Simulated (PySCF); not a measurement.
C3H7FOSi.
Bonds: C1–C2 (double), C2–C3, C3–F4, C2–O5, O5–Si6. Hydrogens: H7, H8 on C1; H9, H10 on C3; H11, H12, H13 on Si6.

Level of theory: PBE0-D3(BJ)/def2-SVP geometry optimisation, gas phase in PySCF.

Problem. What internal coordinates does the optimisation give?

Solution. 
```tsv
bond	length (Å)
C1=C2	1.335
C2–C3	1.499
C3–F4	1.363
C2–O5	1.353
O5–Si6	1.684
C1–H7	1.092
C1–H8	1.089
C3–H9, C3–H10	1.105
Si6–H11, Si6–H12, Si6–H13	1.490
```

Bonds in one row agree within 0.01 Å and their mean is given. A selection of angles:
```tsv
angle	degrees
C2–C1–H7	122.3
C2–C1–H8	119.1
H7–C1–H8	118.6
C1–C2–C3	123.9
C1–C2–O5	126.4
C3–C2–O5	109.7
C2–C3–F4	111.8
C2–C3–H9	109.0
F4–C3–H9	109.6
H9–C3–H10	107.6
C2–O5–Si6	126.2
O5–Si6–H11	109.9
O5–Si6–H12	104.9
O5–Si6–H13	110.5
H11–Si6–H12	111.1
H11–Si6–H13	109.6
```

Dihedral angles: C1–C2–C3–F4 0° (synperiplanar); C1–C2–O5–Si6 -6° (synperiplanar). The mirror-image conformer, all signs reversed, is as good.

Of the pairs four or more bonds apart, Si6···H7 is among the closest relative to their van der Waals radii: 2.85 Å, 86 % of the sum of Bondi's values. The C–C distances run from 1.335 Å (C1=C2, drawn double) to 1.499 Å (C2–C3, drawn single), a spread of 0.164 Å. Si6 (oxygen-bound silicon) is distorted tetrahedral (angles from 104.9° to 111.1°).

Point group: near Cs, missed by 0.20 Å at most; the miss may be what the optimiser left on a soft mode. PBE0-D3(BJ)/def2-SVP frequencies: not computed here. One conformer, not necessarily the lowest.
